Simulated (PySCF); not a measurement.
Be(H)(SiH3) (BeH4Si), SMILES [BeH][SiH3].

The structure is a stationary point at B3LYP-D3(BJ)/def2-TZVP.

Level of theory: M06-2X/def2-TZVPD in PySCF.

Symmetry labels are those of the subgroup Cs that the program uses (full group C3v).

Computed valence orbital energies around the gap with their symmetry:
```tsv
orbital	symmetry	energy (eV)
HOMO−7	A"	-104.34
HOMO−6	A'	-104.34
HOMO−5	A'	-104.32
HOMO−4	A'	-16.28
HOMO−3	A'	-10.89
HOMO−2	A"	-10.76
HOMO−1	A'	-10.76
HOMO	A'	-8.88
LUMO	A"	-0.73
LUMO+1	A'	-0.73
LUMO+2	A'	0.42
LUMO+3	A'	0.76
```
